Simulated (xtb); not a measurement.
F$_{4}$Te, charge -1, doublet, at a GFN2-xTB geometry (a state made from the parent by changing its charge; the spin is typed, not shown lowest); GFN0-xTB (xtb 6.7.1).

The xtb input:
```
$ xtb mol.xyz --gfn 0 --chrg -1 --uhf 1 --acc 30 --json

# file mol.xyz
5

Te     0.07557501     0.01248993     0.10337542
F      0.96051296     1.97270793    -0.10944578
F      1.54213324    -1.56088486    -0.10772023
F     -1.25744532    -1.53123361    -0.18942752
F     -1.68185650     1.04724648    -0.19068666
```

It wrote (shortened):

```
   ID    Z sym.   atoms
    1   52 Te     1
    2    9 F      2-5

           -------------------------------------------------
          |                Calculation Setup                |
           -------------------------------------------------

           -------------------------------------------------
          |                 G F N 0 - x T B                 |
           -------------------------------------------------

          ...................................................
          :                      SETUP                      :
          :.................................................:
          :  # basis functions                  26          :
          :  # atomic orbitals                  25          :
          :  # shells                           11          :
          :  # electrons                        35          :
          :  electronic temp.          300.0000000     K    :
          :  accuracy                   30.0000000          :
          :  -> integral cutoff          0.2000000E+02      :
          :  -> integral neglect         0.3000000E-06      :
          ...................................................

         :::::::::::::::::::::::::::::::::::::::::::::::::::::
         ::                     SUMMARY                     ::
         :::::::::::::::::::::::::::::::::::::::::::::::::::::
         :: total energy             -20.104210406880 Eh    ::
         :: gradient norm              0.021831732434 Eh/a0 ::
         :: HOMO-LUMO gap              3.583485046086 eV    ::
         ::.................................................::
         :: H0 energy                -18.835317346725 Eh    ::
         :: repulsion energy           0.005489356814 Eh    ::
         :: electrostat energy        -1.273255304342 Eh    ::
         :: -> Gsolv                   0.000000000000 Eh    ::
         ::    -> Gsasa                0.000000000000 Eh    ::
         ::    -> Gshift               0.000000000000 Eh    ::
         :: dispersion energy         -0.001127112627 Eh    ::
         :: short-range corr.          0.000000000000 Eh    ::
         :: add. restraining           0.000000000000 Eh    ::
         :: total charge              -1.000000000000 e     ::
         :::::::::::::::::::::::::::::::::::::::::::::::::::::

           -------------------------------------------------
          |                Property Printout                |
[...]
        18        1.0000           -0.3864117             -10.5148 (HOMO)
        19                         -0.2547210              -6.9313 (LUMO)
        20                         -0.2160574              -5.8792
        21                          0.0272826               0.7424
        22                          0.0622281               1.6933
        23                          0.1624468               4.4204
        24                          0.2575848               7.0092
        25                          0.8206317              22.3305
      -------------------------------------------------------------
                  HL-Gap            0.1316907 Eh            3.5835 eV
             Fermi-level            0.0000000 Eh            0.0000 eV

     #   Z          covCN         q      C6AA      α(0)
     1  52 Te       2.756     0.262   410.405    37.330
     2   9 F        0.672    -0.324    12.667     4.102
     3   9 F        0.672    -0.324    12.667     4.102
     4   9 F        0.706    -0.307    12.457     4.067
     5   9 F        0.706    -0.307    12.457     4.067

 Mol. C6AA /au·bohr⁶  :       1137.620453
 Mol. C8AA /au·bohr⁸  :      67029.855711
 Mol. α(0) /au        :         53.667165

Wiberg/Mayer (AO) data.
largest (>0.10) Wiberg bond orders for each atom

 ---------------------------------------------------------------------------
     #   Z sym  total        # sym  WBO       # sym  WBO       # sym  WBO
 ---------------------------------------------------------------------------
     1  52 Te   3.249 --     4 F    0.892     5 F    0.892     3 F    0.732
                             2 F    0.732
     2   9 F    0.822 --     1 Te   0.732
     3   9 F    0.822 --     1 Te   0.732
     4   9 F    0.995 --     1 Te   0.892
     5   9 F    0.995 --     1 Te   0.892
 ---------------------------------------------------------------------------

Topologies differ in total number of bonds
Writing topology from bond orders to xtbtopo.mol

 dipole moment from electron density (au)
     X       Y       Z
   0.0114   0.0022   0.7535  total (Debye):    1.915

           -------------------------------------------------
          | TOTAL ENERGY              -20.104210406880 Eh   |
          | GRADIENT NORM               0.021831732434 Eh/α |
          | HOMO-LUMO GAP               3.583485046086 eV   |
           -------------------------------------------------

normal termination of xtb
```
